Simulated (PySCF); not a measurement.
Bond stretch in ZnH, doublet.

- UKS-r2SCAN = unrestricted r2SCAN/def2-SVP (PySCF)
- UKS-wB97X-V = unrestricted wB97X-V/def2-SVP in PySCF 2.14.0
- ROHF/def2-SVP (PySCF)

Magnitude of the dipole moment (D; its direction can reverse along the curve, and a method can change to another solution) and Mulliken charge of the fragment that holds Zn1:

| R / Å | μ UKS-r2SCAN | q UKS-r2SCAN | μ UKS-wB97X-V | q UKS-wB97X-V | μ ROHF | q ROHF |
|---|---|---|---|---|---|---|
| 1.22 | 0.43 | 0.22 | 0.52 | 0.25 | 0.88 | 0.34 |
| 1.30 | 0.53 | 0.20 | 0.64 | 0.23 | 1.02 | 0.33 |
| 1.39 | 0.65 | 0.18 | 0.78 | 0.22 | 1.20 | 0.32 |
| 1.44 | 0.73 | 0.18 | 0.87 | 0.22 | 1.31 | 0.32 |
| 1.51 | 0.84 | 0.18 | 0.99 | 0.21 | 1.47 | 0.32 |
| 1.56 | 0.92 | 0.18 | 1.08 | 0.22 | 1.59 | 0.32 |
| 1.62 | 1.01 | 0.19 | 1.19 | 0.22 | 1.74 | 0.33 |
| 1.68 | 1.10 | 0.19 | 1.29 | 0.22 | 1.90 | 0.34 |
| 1.70 | 1.13 | 0.19 | 1.33 | 0.22 | 1.95 | 0.34 |
| 1.77 | 1.22 | 0.19 | 1.43 | 0.22 | 2.14 | 0.35 |
| 1.85 | 1.31 | 0.19 | 1.54 | 0.22 | 2.34 | 0.35 |
| 1.99 | 1.41 | 0.18 | 1.64 | 0.21 | 2.66 | 0.35 |
| 2.20 | 1.39 | 0.16 | 1.55 | 0.17 | 0.60 | 0.08 |
| 2.42 | 1.25 | 0.13 | 1.18 | 0.12 | 0.11 | 0.03 |
| 2.64 | 1.06 | 0.09 | 0.72 | 0.06 | 0.02 | 0.01 |
| 2.91 | 0.81 | 0.06 | 0.31 | 0.03 | 0.06 | 0.00 |
| 3.20 | 0.56 | 0.04 | 0.10 | 0.01 | 0.06 | 0.00 |
| 3.60 | 0.25 | 0.01 | 0.00 | 0.00 | 0.04 | 0.00 |
| 3.94 | 0.09 | 0.00 | 0.01 | 0.00 | 0.03 | 0.00 |
| 4.41 | 0.02 | 0.00 | 0.01 | 0.00 | 0.01 | 0.00 |
| 4.85 | 0.00 | 0.00 | 0.01 | 0.00 | 0.01 | 0.00 |
| 5.67 | 0.00 | 0.00 | 0.00 | 0.00 | 0.00 | 0.00 |
| 6.45 | 0.00 | 0.00 | 0.00 | 0.00 | 0.00 | 0.00 |
